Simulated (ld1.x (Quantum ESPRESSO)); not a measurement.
## Before and after: TM potential for C (Z = 6)

- Element: C
- Generator: ld1.x (Quantum ESPRESSO) 7.5
- Type: norm-conserving Troullier–Martins (Kleinman–Bylander form)
- Functional: PBE
- Relativity: scalar-relativistic
- Frozen core: [He]
- Valence charge: 4
- Reference configuration: 2s2 2p2
- Partial waves: 2s (bound): rc 0.80 bohr; 2p (bound): rc 1.70 bohr
- Local potential: all-electron potential smoothed inside 1.25 bohr (lloc = -1)
- Core correction: Bessel-smoothed model core inside 0.75 bohr

Change: local potential all-electron potential smoothed inside 1.70 bohr (lloc = -1).

Cutoffs: the cutoffs (Ry, on a coarse ladder) from which the occupation-weighted sum of valence levels, in a spherical-Bessel basis at the reference potential, stays within 10 and 1 mRy of its value at 400 Ry; they do not see the model core or the augmentation charge, which bear on the density cutoff. Errors are all-electron minus pseudo energies relative to the spin-unpolarised reference configuration.

Question: What does the change do?

Answer: The potential gets neither clearly harder nor softer (100 Ry and 230 Ry → 100 Ry and 230 Ry); of the 7 tests that both files solve, the error grows in 1 and shrinks in 2 by more than 15 % and 0.3 meV (median size 9.0 → 12.1 meV); neither file shows a bound ghost.

| quantity | base | changed |
| --- | --- | --- |
| cutoff, loose | 100 Ry | 100 Ry |
| cutoff, tight | 230 Ry | 230 Ry |
| bound ghosts | none | none |
| error for 2s2 2p1, meV [ΔE 10.86 eV] | +18 | +15 |
| error for 2s2 2p0, meV [ΔE 35.02 eV] | +194 | +179 |
| error for 2s1 2p0, meV [ΔE 83.21 eV] | +425 | +395 |
| error for 2s2 2p1.5, meV [ΔE 3.96 eV] | +2.2 | +1.7 |
| error for 2s1 2p2, meV [ΔE 19.62 eV] | -9.0 | -12 |
| error for 2s1 2p3, meV [ΔE 8.48 eV] | +7.4 | +7.3 |
| error for 2s2 2p2.3, meV [ΔE -1.16 eV] | +0.3 | +0.1 |
| s: phases at 1.85 bohr within 0.05 rad from the reference energy up to (Ry; the scan ends near 5) | 4.0 | to the end of the scan |
| p: phases at 1.85 bohr within 0.05 rad from the reference energy up to (Ry; the scan ends near 5) | 3.6 | 3.4 |
